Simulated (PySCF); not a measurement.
**Two-component Hartree-Fock for Xe³⁺ (xenon, charge +3)**

Start: [Kr] 4d10 5s1 5p4; 5s1/2 filled at m_j = +1/2; 5p1/2 filled at m_j = +1/2; 5p3/2 filled at m_j = -1/2, +1/2, +3/2. Calculated with PySCF 2.14 in x2c-SVPall-2c with one added diffuse shell each of s, p type (7s9p4d, 54 functions): generalised Hartree-Fock with the X2C-1e Hamiltonian and a Gaussian nucleus; one run each with spin-orbit coupling (SO) switched off, then screened by Boettger's factors. This is a chosen level, not necessarily the ground level.

```tsv
spinor shell	electrons	ε, spin-free (eV)	ε, screened SO (eV)	weight of nominal j (screened SO)	rms radius, screened SO (bohr)
1s1/2	2	-34758.2	-34754.1	1.000	0.0305
2s1/2	2	-5540.6	-5539.3	1.000	0.124
2p1/2	2	-4969.8	-5195.9	1.000	0.107
2p3/2	4	-4969.8	-4867.9	1.000	0.112
3s1/2	2	-1205.2	-1204.7	1.000	0.326
3p1/2	2	-1016.3	-1060.3	1.000	0.318
3p3/2	4	-1016.3	-996.11	1.000	0.330
3d3/2	4	-736.07	-743.64	1.000	0.303
3d5/2	6	-736.07	-730.47	1.000	0.305
4s1/2	2	-264.36	-264.14	1.000	0.762
4p1/2	2	-201.95	-210.73	0.999	0.797
4p3/2	4	-201.95	-197.72	0.999	0.821
4d3/2	4	-107.50	-108.65	0.957	0.943
4d5/2	6	-107.50	-106.44	0.971	0.944
5s1/2	1	-61.434	-61.261	1.000	1.87
5p3/2	3	-42.677	-44.132	0.581	2.12
5p1/2	1	-42.677	-38.806	0.541	2.20
```

```json
{"quantity": "E (hartree)", "spin-free": "-7438.84435", "screened SO": "-7441.23016"}
{"quantity": "M_J", "spin-free": "5/2", "screened SO": "5/2"}
{"quantity": "⟨J²⟩", "spin-free": "8.756", "screened SO": "8.756"}
{"quantity": "⟨L²⟩", "spin-free": "2.001", "screened SO": "2.115"}
{"quantity": "⟨S²⟩", "spin-free": "3.755", "screened SO": "3.704"}
```

Each row is a mean over spinors that exchange with the open shell spreads, by up to 1.549 eV (5p3/2).

Rows whose weight is well below 1 are mixtures of j = l ± 1/2: exchange outweighs spin-orbit coupling there, and the label is only the starting occupation.

Breit and QED terms are absent; they matter most for the inner s and p1/2 levels.

Densities and radii are taken from the X2C orbitals without a picture-change correction, which distorts them close to the nucleus.

Without spin-orbit coupling the j labels of p, d and f shells carry no meaning; the spin-free column gives the mean over the occupied spinors of each nl shell.
